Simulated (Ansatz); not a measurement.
C2H3FSeTe, SMILES `F/C([SeH])=C\[TeH]`, relaxed with RKS PBE0-D4/def2-TZVP in Ansatz 0.2.0 from a PBE-D4/def2-SVP geometry. The force threshold is 0.005 eV/Å; the program also tests the step.

Charge 0, multiplicity 1. Te: def2 effective core potential.

Start:

```xyz
8

F    -0.854   -0.139    1.330
C     0.110   -0.403    0.442
Se    0.852   -2.168    0.590
C     0.572    0.507   -0.438
Te   -0.028    2.554   -0.409
H    -0.470   -2.804    0.834
H     1.321    0.197   -1.180
H    -1.503    2.256   -1.169
```

Question: By how much does the energy fall, and how many steps does the optimiser take? (Best estimate.)

Answer: Computed: 0.11 eV, in 26 steps, 2 of them rejected.

Question: Which bonds change most? (Estimate.)

Answer: Ansatz gave: C4–Te5 from 2.134 to 2.084 Å; Te5–H8 from 1.686 to 1.654 Å; C2–Se3 from 1.921 to 1.897 Å; C2–C4 from 1.347 to 1.324 Å.

Question: Give the relaxed structure. (An estimate is asked.)

Answer: The calculation gave: 
```xyz
8

F    -1.174   -0.074    0.878
C     0.008   -0.370    0.326
Se    0.800   -1.970    0.966
C     0.604    0.454   -0.522
Te   -0.072    2.334   -1.113
H    -0.316   -2.833    0.544
H     1.541    0.149   -0.966
H    -1.389    2.310   -0.113
```
